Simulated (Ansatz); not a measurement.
Coupled-cluster diagnostics for Sn3S2 (the lowest singlet isomer of a short search), Ansatz.

Geometry of the singlet (r2SCAN-D4/def2-SVP):

```xyz
5

Sn    1.277    0.796    1.300
Sn   -0.837    1.386   -0.706
Sn   -0.804   -1.581   -0.900
S    -0.999   -0.394    1.371
S     1.363   -0.208   -1.064
```

In the def2 sets Sn takes a core potential; there is no spin–orbit coupling. Correlated methods freeze 22 core orbitals; core or outer-core shells of Sn are correlated, in sets that lack core-valence functions. The structure comes from a short search, and lower isomers may exist.

Task: Estimate the CCSD(T) correlation energy, the shares of MP2 and (T), T1 and the reference's ⟨S²⟩ for: charge 0, singlet, own geometry in def2-SVP; and the rough time on 4 threads of Arm Neoverse V1 on a shared host.

Result: 
| state | basis | correlation (eV) | MP2 share (%) | (T) share (%) | T1 | ⟨S²⟩ (pure) | wall time | remarks |
| --- | --- | --- | --- | --- | --- | --- | --- | --- |
| charge 0, singlet, own geometry | def2-SVP | -16.552 | 89.5 | 5.4 | 0.016 | 0.00 (0.00) | 16 s | restricted SCF unstable |
Customary marks for T1 are 0.02 (closed shells), 0.045 (open shells) and about 0.05 (3d metals). T1 stays under 0.02 throughout.
